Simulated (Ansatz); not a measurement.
Relaxation of C2H5BO (9 atoms, charge 0, multiplicity 1), to a largest force component of 0.02 eV/Å in at most 50 steps.

Theory: RKS PBE0/def2-SVP in Ansatz 0.2.0.

```xyz
9
Properties=species:S:1:pos:R:3
B -1.010 1.265 -0.513
C -0.277 0.612 0.463
C 0.648 -0.577 0.361
O 0.753 -1.117 -0.936
H -1.626 1.811 -1.311
H -0.338 0.967 1.487
H 1.669 -0.288 0.635
H -0.298 0.035 -0.462
H -0.135 -1.317 -1.254
```

Question: Where does it end, and by what steps?

Answer: It converged. After 14 steps the energy has fallen by 7.556 eV; H8 moved furthest, 1.44 Å. Parted: C2–H8.

| step | energy less start (eV) | largest force component (eV/Å) | accepted |
| --- | --- | --- | --- |
| 0 | 0.0000 | 4.014 | yes |
| 1 | -0.8925 | 3.287 | yes |
| 2 | -1.9056 | 3.072 | yes |
| 3 | -2.7886 | 3.076 | yes |
| 4 | -3.8173 | 3.769 | yes |
| 5 | -4.9896 | 3.232 | yes |
| 6 | -6.2851 | 1.730 | yes |
| 7 | -7.0671 | 1.029 | yes |
| 8 | -7.4195 | 0.387 | yes |
| 9 | -7.5227 | 0.658 | yes |
| 10 | -7.5535 | 0.140 | yes |
| 11 | -7.5554 | 0.079 | yes |
| 12 | -7.5555 | 0.098 | yes |
| 13 | -7.5558 | 0.021 | yes |
| 14 | -7.5558 | 0.002 | yes |

```xyz
9
Properties=species:S:1:pos:R:3
B -1.063 0.906 -0.666
C -0.037 0.656 0.416
C 0.809 -0.415 0.369
O 0.848 -1.333 -0.577
H -1.822 1.845 -0.649
H 0.081 1.310 1.284
H 1.560 -0.616 1.143
H -1.154 0.143 -1.617
H 0.163 -1.105 -1.232
```

Time of the run: 36 s on 1 thread of AMD EPYC 7R43 64-Core Processor (Zen 3) (shared host), peak memory 0.17 GiB.
